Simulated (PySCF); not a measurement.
AlHClBr, SMILES [AlH]([Br])[Cl]. Atoms are numbered in the order given.

```xyz
4

Al    -0.8068     0.6342     0.0000
H     -2.3644     0.7800     0.0000
Cl     0.4175     2.3194     0.0000
Br     0.1644    -1.3844     0.0000
```
Charge 0, spin multiplicity 1.

Geometry optimised at PBE0-D3(BJ)/def2-TZVP.

The numbers are results of IEF-PCM-B3LYP/def2-SVP run with PySCF, not measurements.

The values are the electrostatic part of the solvation free energy, E(continuum) − E(gas) at the gas-phase geometry, in a cavity of scaled van der Waals radii (PySCF's table); cavitation and dispersion terms are not included. A continuum can't describe solvent molecules that bind to the metal. In vacuum the orbital gap is 6.74 eV. The dipole moment in vacuum is 0.89 D.

Computed values in water (ε = 78.36), diethylether (ε = 4.24), methanol (ε = 32.61):
| solvent | ε | ΔG(elec) (kcal/mol) | dipole (D) | gap (eV) |
|---|---|---|---|---|
| water | 78.36 | -4.7 | 1.27 | 7.22 |
| diethylether | 4.24 | -3.1 | 1.15 | 7.06 |
| methanol | 32.61 | -4.5 | 1.26 | 7.20 |
